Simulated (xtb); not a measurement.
C3H5BO2, SMILES O1CB(O)C=C1. All values are semi-empirical tight-binding results from xtb (GFN2-xTB unless named), good for trends rather than for accurate numbers. Geometry optimised at GFN2-xTB. This is a generated structure with no PubChem entry under its InChIKey; it may be hypothetical. One conformer was computed; it need not be the lowest.

Optimised geometry:

```xyz
11

O     -0.1471    -2.1757     0.0000
B     -0.0956    -0.8381     0.0000
C     -1.2529     0.1704     0.0000
C     -0.6845     1.3890     0.0000
O      0.6540     1.4563     0.0000
C      1.1949     0.1272     0.0000
H      0.6825    -2.6511     0.0000
H     -2.3186     0.0426     0.0000
H     -1.1635     2.3568     0.0000
H      1.8385     0.0390    -0.8808
H      1.8385     0.0390     0.8808
```

Computed properties:
The point group as xtb finds it is Cs, the orbital gap comes out as 4.08 eV and the dipole moment is 2.00 D. The zero-point energy is 50.7 kcal/mol, the G − E(el) at 298.15 K (modified RRHO) is 32.7 kcal/mol and the static polarisability (D4 model) is 54.3 bohr³. The solvation energy, GFN2-xTB/ALPB(water) is -4.9 kcal/mol and the solvation energy, GFN2-xTB/ALPB(chcl3) comes out as -5.7 kcal/mol.

Computed IR lines (harmonic; lines under 4 % of the strongest left out, lines within 3 cm⁻¹ merged):
ν (cm⁻¹): 484 (m), 579 (m), 765 (m), 818 (w), 916 (m), 975 (m), 1047 (w), 1121 (w), 1171 (m), 1278 (m), 1393 (vs), 1581 (s), 2928 (w), 2950 (w), 3082 (w), 3152 (w) (against the strongest line: vs over 80 %, s over 45 %, m over 15 %, w over 4 %, vw less)

Computed atomic charges and the Wiberg bond orders between heavy atoms:
charges (e) O1 -0.43, B2 0.32, C3 -0.17, C4 0.11, O5 -0.26, C6 -0.04, H7 0.30, H8 0.04, H9 0.05, H10 0.04, H11 0.04. Bond orders O1–B2 1.25, B2–C3 1.09, C3–C4 1.72, C4–O5 1.14, B2–C6 0.95, O5–C6 0.95.
